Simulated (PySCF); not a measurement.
Sn(Br)2 anion (Br2Sn), SMILES [Br][Sn][Br] (connectivity only; charge and spin as stated), charge -1, multiplicity 2.

The structure is a stationary point at PBE-D3(BJ)/def2-SVPD. The multiplicity is an assumed one; other spin states were not compared. The isomer is the one that the SMILES or the coordinates give; other isomers of the formula were not compared. The def2 effective core potentials stand for the cores of Sn; spin–orbit coupling is left out.

Calculation: PBE-D3(BJ)/def2-SVPD run with PySCF 2.14.0.

Frequencies are harmonic and unscaled.

Computed vibrational spectrum:
```json
[
 {"mode": "1", "ν (cm⁻¹)": "52", "IR (km/mol)": "0.0", "moving atoms (share of kinetic energy)": "Br 83 %, Sn 17 %"},
 {"mode": "2", "ν (cm⁻¹)": "169", "IR (km/mol)": "49.2", "moving atoms (share of kinetic energy)": "Br 56 %, Sn 44 %"},
 {"mode": "3", "ν (cm⁻¹)": "180", "IR (km/mol)": "16.3", "moving atoms (share of kinetic energy)": "Br 60 %, Sn 40 %"}
]
```
